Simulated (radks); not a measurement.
The numbers below are computed, except where a source is named.
The tellurium anion Te- inside a hard spherical wall (all orbitals vanish at R), configuration held at [Kr] 4d10 5s2 5p5 and not refilled when levels cross. Code: a radial shooting solver on a logarithmic mesh with Libxc functionals. Model: scalar-relativistic Kohn-Sham, PBE, spin-polarised, spherical densities, point nucleus; open shells are filled with parallel spins first (spin-orbit coupling, left out, can overturn this in heavy ions). Eigenvalues in eV for spin up, with the zero of energy where the potential of the charges vanishes at infinity; a dash marks a level that is unbound or too diffuse for the functional's potential to be trusted. A positive occupied level is held by the wall or, in an anion where self-interaction has pushed it up, behind a barrier. The pressure on the wall is -dE/dV.

R (bohr) = 12: E (hartree) -6794.58172; kinetic (hartree) 7119.157; e(4p) -107.12; e(4d) -34.389; e(5s) -8.387; e(5p) 0.268; e(6s, empty) 3.450; e(5d, empty) 5.003; pressure (GPa) 0.00748
R (bohr) = 10: E (hartree) -6794.57958; kinetic (hartree) 7119.170; e(4p) -106.95; e(4d) -34.219; e(5s) -8.234; e(5p) 0.405; e(6s, empty) 4.317; e(5d, empty) 6.125; pressure (GPa) 0.0495
R (bohr) = 8: E (hartree) -6794.56850; kinetic (hartree) 7119.230; e(4p) -106.41; e(4d) -33.674; e(5s) -7.770; e(5p) 0.838; e(6s, empty) 6.239; e(5d, empty) 7.916; pressure (GPa) 0.433
R (bohr) = 6: E (hartree) -6794.49398; kinetic (hartree) 7119.590; e(4p) -104.38; e(4d) -31.675; e(5s) -6.190; e(5p) 2.462; e(6s, empty) 12.019; e(5d, empty) 11.769; pressure (GPa) 5.82
R (bohr) = 5: E (hartree) -6794.32475; kinetic (hartree) 7120.338; e(4p) -101.57; e(4d) -28.914; e(5s) -4.069; e(5p) 4.872; e(6s, empty) 19.935; e(5d, empty) 16.219; pressure (GPa) 27.3
R (bohr) = 3: E (hartree) -6791.05724; kinetic (hartree) 7132.166; e(4p) -81.151; e(4d) -9.374; e(5s) 15.749; e(5p) 29.308; e(6s, empty) 93.047; e(5d, empty) 53.337; pressure (GPa) 1430
